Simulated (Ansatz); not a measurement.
Mulliken charges of CH4OSSi (`SC1O[SiH2]1`) from ωB97M-V/def2-TZVPP in Ansatz (PBE0-D4/def2-TZVP geometry).

```
atom   x (Å)   y (Å)   z (Å)  charge (e)
  S1  -1.900   0.186  -0.413      -0.124
  C2  -0.340   0.202   0.421      -0.109
  O3   0.759   0.935  -0.229      -0.373
 Si4   1.081  -0.694  -0.258       0.401
  H5  -2.281   1.440  -0.104       0.103
  H6  -0.403   0.436   1.481       0.131
  H7   2.178  -1.177   0.607      -0.019
  H8   0.998  -1.385  -1.560      -0.011
```

Task: By hand: the dipole of these point charges (1 e Å = 4.8032 D).

Result: Σ q r = (0.083, -0.429, 0.176) e Å, of length 0.471 e Å = 2.26 D.

Task: How does the dipole of the full density compare? (Best estimate.)

Result: The calculation gave: (0.173, -0.255, 0.163) e Å, 1.67 D; the point charges give 1.35 times that, at 22° from its direction.

Point charges leave out the atoms' own dipoles, such as those of lone pairs, and Mulliken's split depends on the basis, so the two needn't agree.
